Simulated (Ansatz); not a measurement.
C$_{3}$H$_{12}$InP (`[CH3][In-]([CH3])([CH3])[PH3+]`), relaxed with RKS PBE-D4/def2-SVP in the Gaussian-basis code of Ansatz from a rough embedded geometry. The force threshold is 0.03 eV/Å; the program also tests the step.

Charge 0, multiplicity 1. In takes the def2 core potential.

Start:

```xyz
17

C    -1.143    1.707    0.733
In    0.011    0.076   -0.046
C     2.099    0.456    0.363
C    -0.240   -0.018   -2.206
P    -0.663   -2.047    1.008
H    -1.644    2.292   -0.032
H    -0.513    2.383    1.385
H    -1.954    1.311    1.435
H     2.529   -0.325    1.113
H     2.720    0.348   -0.581
H     2.253    1.452    0.781
H    -0.557   -1.096   -2.469
H     0.574    0.242   -2.704
H    -1.145    0.616   -2.478
H    -1.707   -1.829    1.912
H    -1.075   -2.967    0.058
H     0.456   -2.600    1.727
```

Problem. How much energy does the relaxation release, and in how many steps? (An estimate is asked.)

Solution. The calculation gave: 1.42 eV, in 24 steps, 2 of them rejected.

Problem. Which bonds change most? (Estimate.)

Solution. The calculation gave: In2–P5 from 2.464 to 2.923 Å; C4–H13 from 0.989 to 1.110 Å; C1–In2 from 2.144 to 2.202 Å; C3–H9 from 1.165 to 1.108 Å.

Problem. Give the relaxed structure. (Estimate.)

Solution. Computed: 
```xyz
17

C    -1.203    1.813    0.895
In    0.185    0.581   -0.290
C     2.291    0.420    0.335
C    -0.392   -0.051   -2.319
P    -0.616   -1.934    0.966
H    -1.117    2.874    0.582
H    -0.970    1.758    1.977
H    -2.254    1.497    0.736
H     2.378    0.375    1.439
H     2.776   -0.475   -0.102
H     2.850    1.313   -0.013
H     0.170   -0.953   -2.632
H    -0.161    0.760   -3.039
H    -1.478   -0.263   -2.383
H    -1.899   -2.074    1.590
H    -0.692   -3.148    0.206
H     0.135   -2.492    2.053
```
